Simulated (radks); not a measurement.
Spherical quantum dot in the effective-mass picture: electrons in a parabolic well V = omega^2 r^2 / 2 with omega = 1.16, with a point charge +2 (a donor) at the centre, all in effective atomic units (hartree* = m*/eps^2 hartree, bohr* = eps/m* bohr), one dielectric constant everywhere. Calculated with a radial shooting solver with Libxc functionals: non-relativistic Kohn-Sham, PBEsol, spin-polarised, spherical densities. Levels are named by radial order and angular momentum (1s, 1p, 1d, 2s, ...), and open shells are averaged over m. Results are scaled to m* = 0.284 and eps = 15.2, for which hartree* = 33.45 meV and bohr* = 2.832 nm.

N = 23, configuration 1s2 1p6 1d10 2s2 1f(up 3, down 0). This is the lowest configuration that the search found. Occupied and some empty levels:

level    occupation  eigenvalue (meV)  <r> (nm)
1s up             1            368.30     2.591
1s down           1            368.39     2.566
1p up             3            407.30     5.174
1p down           3            408.30     5.123
2s up             1            414.61     5.351
2s down           1            415.83     5.335
1d up             5            429.98     6.136
1d down           5            431.40     6.107
1f up             3            453.34     6.793
2p up             0            454.87     5.852
1f down           0            454.98     6.780
2p down           0            455.93     5.871
1g up             0            478.23     7.325
1g down           0            479.96     7.324
2d up             0            484.91     6.588
2d down           0            485.97     6.602

Energy (meV): total 5799.00, kinetic 956.06, external 1235.3, Hartree 4003.1, exchange-correlation -395.47.
